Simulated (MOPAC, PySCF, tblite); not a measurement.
Bond stretch in GeCl, doublet.

Computed with: UKS-B3LYP/6-31G* = PySCF with unrestricted B3LYP/6-31G*, spherical d; PM3, unrestricted, heats of formation (MOPAC); GFN2-xTB, 300 K electronic temperature (tblite); UCCSD(T) = CCSD(T) on UHF/cc-pVDZ, 14 core orbitals frozen (PySCF).

Energies relative to the lowest point of each curve near equilibrium, in kcal/mol; the last columns give the difference from UCCSD(T):

```json
[
 {"R / Å": "1.64", "UKS-B3LYP/6-31G*": "127.6", "PM3": "40.5", "GFN2-xTB": "96.4", "UCCSD(T)": "131.1", "UKS-B3LYP/6-31G* − UCCSD(T)": "-3.5", "PM3 − UCCSD(T)": "-90.6", "GFN2-xTB − UCCSD(T)": "-34.7"},
 {"R / Å": "1.75", "UKS-B3LYP/6-31G*": "68.0", "PM3": "28.2", "GFN2-xTB": "43.7", "UCCSD(T)": "69.4", "UKS-B3LYP/6-31G* − UCCSD(T)": "-1.3", "PM3 − UCCSD(T)": "-41.2", "GFN2-xTB − UCCSD(T)": "-25.7"},
 {"R / Å": "1.84", "UKS-B3LYP/6-31G*": "37.7", "PM3": "17.1", "GFN2-xTB": "21.4", "UCCSD(T)": "38.0", "UKS-B3LYP/6-31G* − UCCSD(T)": "-0.3", "PM3 − UCCSD(T)": "-20.9", "GFN2-xTB − UCCSD(T)": "-16.7"},
 {"R / Å": "1.97", "UKS-B3LYP/6-31G*": "12.9", "PM3": "5.3", "GFN2-xTB": "5.7", "UCCSD(T)": "12.6", "UKS-B3LYP/6-31G* − UCCSD(T)": "0.4", "PM3 − UCCSD(T)": "-7.2", "GFN2-xTB − UCCSD(T)": "-6.8"},
 {"R / Å": "2.06", "UKS-B3LYP/6-31G*": "4.4", "PM3": "1.7", "GFN2-xTB": "1.3", "UCCSD(T)": "4.0", "UKS-B3LYP/6-31G* − UCCSD(T)": "0.4", "PM3 − UCCSD(T)": "-2.3", "GFN2-xTB − UCCSD(T)": "-2.7"},
 {"R / Å": "2.09", "UKS-B3LYP/6-31G*": "2.7", "PM3": "1.0", "GFN2-xTB": "0.6", "UCCSD(T)": "2.3", "UKS-B3LYP/6-31G* − UCCSD(T)": "0.4", "PM3 − UCCSD(T)": "-1.3", "GFN2-xTB − UCCSD(T)": "-1.8"},
 {"R / Å": "2.17", "UKS-B3LYP/6-31G*": "0.2", "PM3": "0.0", "GFN2-xTB": "0.0", "UCCSD(T)": "0.0", "UKS-B3LYP/6-31G* − UCCSD(T)": "0.2", "PM3 − UCCSD(T)": "0.0", "GFN2-xTB − UCCSD(T)": "0.0"},
 {"R / Å": "2.24", "UKS-B3LYP/6-31G*": "0.0", "PM3": "0.0", "GFN2-xTB": "0.8", "UCCSD(T)": "0.0", "UKS-B3LYP/6-31G* − UCCSD(T)": "0.0", "PM3 − UCCSD(T)": "0.0", "GFN2-xTB − UCCSD(T)": "0.8"},
 {"R / Å": "2.29", "UKS-B3LYP/6-31G*": "0.7", "PM3": "0.6", "GFN2-xTB": "2.0", "UCCSD(T)": "0.9", "UKS-B3LYP/6-31G* − UCCSD(T)": "-0.2", "PM3 − UCCSD(T)": "-0.3", "GFN2-xTB − UCCSD(T)": "1.2"},
 {"R / Å": "2.41", "UKS-B3LYP/6-31G*": "4.3", "PM3": "4.1", "GFN2-xTB": "6.6", "UCCSD(T)": "5.0", "UKS-B3LYP/6-31G* − UCCSD(T)": "-0.7", "PM3 − UCCSD(T)": "-0.9", "GFN2-xTB − UCCSD(T)": "1.6"},
 {"R / Å": "2.50", "UKS-B3LYP/6-31G*": "8.3", "PM3": "9.2", "GFN2-xTB": "11.1", "UCCSD(T)": "9.4", "UKS-B3LYP/6-31G* − UCCSD(T)": "-1.1", "PM3 − UCCSD(T)": "-0.1", "GFN2-xTB − UCCSD(T)": "1.8"},
 {"R / Å": "2.72", "UKS-B3LYP/6-31G*": "20.1", "PM3": "28.0", "GFN2-xTB": "24.7", "UCCSD(T)": "22.1", "UKS-B3LYP/6-31G* − UCCSD(T)": "-2.0", "PM3 − UCCSD(T)": "5.9", "GFN2-xTB − UCCSD(T)": "2.6"},
 {"R / Å": "2.93", "UKS-B3LYP/6-31G*": "32.0", "PM3": "45.2", "GFN2-xTB": "38.8", "UCCSD(T)": "34.8", "UKS-B3LYP/6-31G* − UCCSD(T)": "-2.7", "PM3 − UCCSD(T)": "10.4", "GFN2-xTB − UCCSD(T)": "4.0"}
]
```

UKS-B3LYP/6-31G* is furthest from UCCSD(T) at 1.64 (-3.5 kcal/mol, below); its mean absolute difference over the points is 1.0 kcal/mol.

PM3 is furthest from UCCSD(T) at 1.64 (-90.6 kcal/mol, below); its mean absolute difference over the points is 13.9 kcal/mol.

GFN2-xTB is furthest from UCCSD(T) at 1.64 (-34.7 kcal/mol, below); its mean absolute difference over the points is 7.7 kcal/mol.

The scan ran from 1.64 to 8.75 Å; beyond the distances shown one of the unrestricted levels run for this scan, shown here or not, changes its spin distribution in one step.
